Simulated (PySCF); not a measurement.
Below is a simulated gas-phase P 2p photoelectron spectrum of `[CH3][Cu]<-[PH3]` (Cu(PH3)Me).

Every computed line was given a Gaussian of 0.4 eV full width at half maximum and an area set by the number of equivalent atoms (split 2:1 within a doublet); the highest printed point is 100. Computed with delta-SCF UKS SCAN, pcX-2 on the ionised atom (unc-x2c-TZVPall on a metal), pcseg-1 elsewhere, spin-free X2C in PySCF.

```csv
binding energy (eV),intensity
137.4,1
137.5,4
137.6,15
137.7,39
137.8,75
137.9,100
138.0,95
138.1,64
138.2,30
138.3,11
138.4,5
138.5,9
138.6,21
138.7,39
138.8,50
138.9,46
139.0,30
139.1,14
139.2,5
139.3,1
139.4,0
```

Q: How many maxima does the curve show, and how many computed lines lie under it?

A: The curve has 2 maxima (at 137.9 and 138.8 eV). Under it lie 2 lines from 1 inequivalent phosphorus site, drawn as a 2p3/2, 2p1/2 pair.

Q: Decompose the envelope and assign each component. Bonds: Cu1–P2, Cu1–C6. Hydrogens: H3, H4, H5 on P2; H7, H8, H9 on C6.

A: 
```
position (eV)  relative area     line  atoms                      environment
       137.93           0.67  P 2p3/2     P2  phosphorus bonded to Cu and 3 H
       138.83           0.33  P 2p1/2     P2  phosphorus bonded to Cu and 3 H
```

Q: What are the centre and the root-mean-square width of the whole band?

A: The area-weighted mean of the lines is 138.23 eV. Their own spread about it is 0.42 eV (rms) and each Gaussian has σ = 0.4/2.355 = 0.17 eV; the variances add, which gives 0.45 eV.

No satellites, vibrations or lifetime broadening are included. The 2p values aren't plain energy differences: one relaxed spin-free 2p hole is combined with a matrix within the shell (ground-state 2p orbital-energy differences and spin–orbit coupling). 2p3/2, the mean of its two sublevels, lies a third of the splitting below the shell's mean and 2p1/2 two thirds above it; the statistical areas are 2:1. 2p1/2 minus 2p3/2 (ligand field included): P 0.89 eV. Isolated species at its PBE0-D3(BJ)/def2-SVP geometry, gas phase. Metal 2p energies of this one-determinant scheme are less reliable than its 1s energies.
